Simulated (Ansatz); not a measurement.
A series at Si: from `O[Si](O)(O)F`, ligands are replaced one by one, each step taking up H₂ and setting free H₂O; n counts the steps. Ansatz, PBE0-D4/def2-TZVP geometries. Each molecule was computed in one conformer, which needn't be the lowest.

CBS adds triple-zeta CCSD(T) − MP2 to the MP2 limit, frozen cores; atoms without spin–orbit coupling. 

| n | molecule | atomization energy, CCSD(T)/CBS (kJ/mol) |
| --- | --- | --- |
| 0 | `O[Si](O)(O)F` | 3446.9 |
| 1 | `O[SiH](O)F` | ? |
| 2 | `O[SiH2]F` | 2214.5 |
| 3 | `F[SiH3]` | 1603.5 |

Q: By hand: fit a straight line y = ȳ + b (n − n̄) to the 3 given rows and predict n = 1.

A: n̄ = 1.667, ȳ = 2421.63; Σ(n − n̄)(y − ȳ) = -2868.67, Σ(n − n̄)² = 4.667, so b = -614.67 kJ/mol a step. Prediction: 2421.63 + (-614.67) × (-0.667) = 2831.6 kJ/mol.

Q: By hand: compare with the computed value, 2834.5 kJ/mol, and give the steps along the whole series.

A: The line misses by 2.9 kJ/mol (computed minus predicted). Steps: -612.4, -620.0, -611.0 kJ/mol.

The steps differ by at most 9.0 kJ/mol, 1.5 % of a mean step, so the ligands' effects nearly add and a line is close. The miss is 0.2 % of the series' range. The energies themselves are unsure by some kJ/mol a bond, though much of that is common to the series.
